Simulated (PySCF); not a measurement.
Compound: C4H2F2O2 (charge +1 and doublet state).
Structure used (GFN2-xTB), in Å, numbered top down from 1:
```
atom  x, y, z in Å
O1     2.3692   -1.2170   -0.3149
C2     1.9450   -0.1037   -0.1426
O3     2.5105    1.0339   -0.0387
C4     0.4754   -0.0943   -0.0336
C5    -0.7236   -0.2038    0.0402
C6    -2.1817   -0.1373    0.1537
F7    -2.7460    0.5797   -0.8108
F8    -2.5918    0.3154    1.3326
H9     3.4878    1.0370   -0.1097
H10   -2.5360   -1.2053    0.0474
```

The hyperfine couplings belong to this conformer and change with its torsions.

The species is `O=C(O)/[C+]=[C]/C(F)F` [radical] (charge +1).

Computed with PySCF, UKS B3LYP, pcH-1 on C F H O, non-relativistic, mean-field spin-orbit, GIAO. The structure is a single GFN2-xTB conformer in the gas phase; no vibrational or solvent corrections. Couplings are sensitive to structure, and on GFN2-xTB geometries they can be far from those on DFT ones, by a factor of two or more for some ions and for spin on atoms past the first row. Stability of the SCF solution: not tested.

Task: Match the computed a_iso(17O) values -32.1, +17.7 MHz with the sites O1; O3.

Result: 
| site | a_iso (MHz) | ρ(0) (bohr⁻³) | position | distance from O1 (Å) | spin population | largest \|T\| (MHz) |
| --- | --- | --- | --- | --- | --- | --- |
| O1 | -32.1 | +0.0529 | largest spin population | 0.00 | +0.50 | 155.4 |
| O3 | +17.7 | -0.0292 | 2 bonds from O1 | 2.27 | +0.02 | 12.6 |

Task: The isotropic 13C couplings are -30.2, +22.3, +12.4, -9.3 MHz. Assign them to C2; C4; C5; C6.

Result: 
| site | a_iso (MHz) | ρ(0) (bohr⁻³) | position | distance from O1 (Å) | spin population | largest \|T\| (MHz) |
| --- | --- | --- | --- | --- | --- | --- |
| C2 | -30.2 | -0.0269 | 1 bond from O1 | 1.20 | -0.06 | 8.4 |
| C4 | +12.4 | +0.0110 | 1 bond from C5 | 2.22 | +0.17 | 49.3 |
| C5 | +22.3 | +0.0198 | a main spin site | 3.27 | +0.30 | 58.7 |
| C6 | -9.3 | -0.0083 | 1 bond from C5 | 4.70 | -0.01 | 5.6 |

Task: Match the computed a_iso(1H) values +142.9, -4.6 MHz with the sites H9; H10.

Result: 
```json
{"site": "H9", "a_iso (MHz)": "-4.6", "ρ(0) (bohr⁻³)": "-0.0010", "position": "3 bonds from O1", "distance from O1 (Å)": "2.52", "bound to": "O3", "spin population there": "+0.02", "largest |T| (MHz)": "5.7"}
{"site": "H10", "a_iso (MHz)": "+142.9", "ρ(0) (bohr⁻³)": "+0.0320", "position": "2 bonds from C5", "distance from O1 (Å)": "4.92", "bound to": "C6", "spin population there": "-0.01", "largest |T| (MHz)": "6.6"}
```

ρ(0) is the spin density at the nucleus and T the dipolar tensor; entries for several nuclei are means. The largest Mulliken spin populations are on O1 (+0.50), C5 (+0.30) and C4 (+0.17). Three atoms exceed +0.15. Main spin sites, with 60 % or more of the largest population: O1, C5; positions count bonds from the nearest.

Examples of negative spin density at the nucleus (bohr⁻³): O3 (-0.0292), C2 (-0.0269) and C6 (-0.0083).

Nuclei that the bonding pattern makes equivalent are averaged, as if the motion that swaps them (rotation, inversion, ring flip) were fast.

The SMILES `O=C(O)/[C+]=[C]/C(F)F` draws the unpaired electron on C5, whose computed spin population is only +0.30.
